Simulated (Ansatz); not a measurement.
Computed with frozen-core CCSD(T)/cc-pVTZ // B3LYP-D3(BJ)/def2-TZVP (Ansatz, a quantum-chemistry and plane-wave program).

Ansatz 0.2 input:
```yaml
crystal:
  periodic: [false, false, false]
  atoms:
    - { symbol: Si, position_ang: [-1.491277, -1.306742, 0.314202] }
    - { symbol: B, position_ang: [0.002224, -0.025327, -0.052059] }
    - { symbol: Si, position_ang: [1.904599, -0.636905, -0.156662] }
    - { symbol: Si, position_ang: [-0.415617, 1.924038, -0.220903] }
    - { symbol: H, position_ang: [-1.664402, -1.258539, 1.794347] }
    - { symbol: H, position_ang: [-2.774142, -0.884126, -0.303636] }
    - { symbol: H, position_ang: [-1.222291, -2.713601, -0.073234] }
    - { symbol: H, position_ang: [2.340963, -0.707239, 1.26795] }
    - { symbol: H, position_ang: [2.805312, 0.310184, -0.860583] }
    - { symbol: H, position_ang: [2.073103, -1.984682, -0.755001] }
    - { symbol: H, position_ang: [0.678314, 2.816116, 0.239318] }
    - { symbol: H, position_ang: [-1.678411, 2.344441, 0.436016] }
    - { symbol: H, position_ang: [-0.576674, 2.116763, -1.691581] }
basis:
  gaussian: { orbitals: cc-pVTZ }
correlation:
  method: ccsd_t
```

Output:

```
Functional definition: HF
1461 factors; integrals over basis functions are off by at most 1.3e-3 eV
mean field evaluation 1: about -24398.0787 eV, gradient 1.9e1 eV
mean field evaluation 2: about -24398.3260 eV, gradient 1.9e1 eV
mean field evaluation 4: about -24400.8367 eV, gradient 9.7e-1 eV
mean field evaluation 8: about -24400.8324 eV, gradient 5.5e-2 eV
mean field evaluation 16: about -24398.0788 eV, gradient 1.9e1 eV
mean field -24400.83237431 eV, -896.7140502778 hartree, gradient 2.9e-6 eV, S^2 0.000000; 0 other end points of the search recorded, 0 dependent functions left out
16 core orbitals not correlated
reference -24400.83237431 eV, -896.7140502778 hartree; 12, 12 occupied and 230, 230 virtual orbitals, 1461 factors
second order -13.08967342 eV of doubles, -0.00000000 eV of singles
cycle   1  -14.69947714 eV  change    -1.6e0 eV  update   1.0e-1
cycle   2  -15.29373976 eV  change   -5.9e-1 eV  update   3.4e-2
cycle   3  -15.34711653 eV  change   -5.3e-2 eV  update   1.3e-2
cycle   4  -15.33987769 eV  change    7.2e-3 eV  update   5.0e-3
cycle   5  -15.33752399 eV  change    2.4e-3 eV  update   1.8e-3
cycle   6  -15.33745611 eV  change    6.8e-5 eV  update   6.7e-4
cycle   7  -15.33760284 eV  change   -1.5e-4 eV  update   2.1e-4
cycle   8  -15.33766558 eV  change   -6.3e-5 eV  update   7.4e-5
cycle   9  -15.33765736 eV  change    8.2e-6 eV  update   2.1e-5
perturbative correction -0.53640358 eV, -0.0197124681 hartree
Total energy: -24416.70643525 eV, -897.2974112575 hartree
```

Cost: roughly 6 core-minutes.
